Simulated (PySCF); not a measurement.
F2GeH2S2, SMILES [F][Ge]([F])([SH])[SH].

Geometry: ωB97X-D3(BJ)/def2-SVP. This is a generated structure with no PubChem entry under its InChIKey; it may be hypothetical. The values are those of a single conformer.

Two levels are set side by side: PBE/def2-TZVP (PySCF) and PBE0/def2-TZVP (PySCF). Same geometry, gas phase. Differences are taken from unrounded values.

```csv
quantity,PBE0
orbital gap (eV),7.05
highest occupied level (eV),-8.35
lowest empty level (eV),-1.30
dipole moment (D),3.10
mean polarisability (bohr³),63.0
```

### Question
What does PBE give, and how far is it from PBE0? (The exact figures need the calculation; the answer reports its results.)

### Answer

| quantity | PBE | PBE minus PBE0 |
|---|---|---|
| orbital gap (eV) | 4.77 | -2.28 |
| highest occupied level (eV) | -7.05 | 1.30 |
| lowest empty level (eV) | -2.28 | -0.98 |
| dipole moment (D) | 2.93 | -0.17 |
| mean polarisability (bohr³) | 65.5 | 2.5 |

PBE's occupied levels lie high since its potential decays too fast outside the molecule; exact exchange lowers them and widens the gap. Loosely held outer electrons make PBE densities more polarisable. Differences between two approximate levels are no errors against the true value.

Rough cost on one machine, each run with all the roots and properties that it gave: PBE0 against PBE within a factor of 2.
